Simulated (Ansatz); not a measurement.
Strength of the O–Ga bond: CH5GaO3 → Ga(OH)2 + CH3O

Species: CH5GaO3 `C[O][Ga]([OH])[OH]`, singlet; Ga(OH)2, doublet; CH3O `C[O]`, doublet. 

Shapes, held fixed at every level: PBE0-D4/def2-TZVP. Flexible molecules stand in one conformer, not always the lowest. Programs: Ansatz 0.2.0. Electronic energies: no zero-point or thermal term.

| level | kind | ΔE (kJ/mol) | less CCSD(T)/def2-TZVPP |
| --- | --- | --- | --- |
| HF/def2-TZVPP | Hartree–Fock | +265.7 | -133.3 |
| r2SCAN-D4/def2-TZVPP | meta-GGA | +361.1 | -37.9 |
| wB97M-V/def2-TZVPP | range-separated hybrid | +382.5 | -16.5 |
| wB97X-V/def2-TZVPP | range-separated hybrid | +388.5 | -10.5 |
| B2PLYP/def2-TZVPP | double hybrid | +379.5 | -19.5 |
| MP2/def2-TZVPP | perturbation theory | +433.8 | +34.8 |
| CCSD/def2-TZVPP | coupled cluster or CI | +390.2 | -8.8 |
| CCSD(T)/def2-TZVPP | coupled cluster or CI | +399.0 | 0.0 |

The highest level, CCSD(T)/def2-TZVPP, gives ΔE = +399.0 kJ/mol; the levels span +265.7 to +433.8. The column of differences is taken from that level and isn't an error. Hartree–Fock misses the correlation of the pair that is broken and comes out low. No measured value is set beside it here. Open shells run unrestricted unless RO is named. Relativity is left out for Ga unless named. Correlated rows may include outer-core shells of Ga, which these sets cover unevenly.
